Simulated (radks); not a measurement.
Polarisability of the rhodium ion Rh2+, [Kr] 4d7, at imaginary frequency. Calculated with a radial shooting solver on a logarithmic mesh with Libxc functionals: non-relativistic Kohn-Sham, LB94 model potential, spin-polarised, spherical densities, point nucleus; open shells are filled with parallel spins first (spin-orbit coupling, left out, can overturn this in heavy ions); relativity is left out, which matters for an element this heavy. Response by self-consistent Sternheimer equations with the Hartree and adiabatic LDA kernel.

w (hartree)  alpha1(iw) (bohr^3)
0.00266                    6.865
0.0143                     6.862
0.0360                     6.850
0.0697                     6.810
0.118                      6.713
0.186                      6.508
0.280                      6.136
0.413                      5.546
0.605                      4.736
0.892                      3.754
1.35                       2.680
2.12                       1.637
3.59                      0.7941
6.94                      0.2827
17.5                     0.06570

Static values: alpha1 = 6.865 bohr^3 (1.017 angstrom^3; uncoupled 10.24). C6 = 36.41, triple-dipole C9 = 172.8 atomic units. One-pole (London) frequency 4 C6 / (3 alpha1^2) = 1.030 hartree, against 1.216 for minus the highest occupied eigenvalue.
